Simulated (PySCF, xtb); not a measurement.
B(F)(OMe)(OSiH3) (CH₆BFO₂Si), SMILES O(B(F)OC)[SiH3].

xtb with GFN2-xTB at its own geometry gives an orbital gap of 6.43 eV and a dipole moment of 1.95 D.

Geometry: r2SCAN-D4/def2-SVP. The structure was generated by enumeration, and PubChem lists no compound with its InChIKey, so it may never have been made. One conformer was computed; it need not be the lowest.

Task: What does PySCF with CAM-B3LYP/def2-TZVP give? (The exact figures need the calculation; the answer reports its results.)

Result: gap 11.38 eV (levels -10.33 and 1.05 eV), dipole 1.86 D.
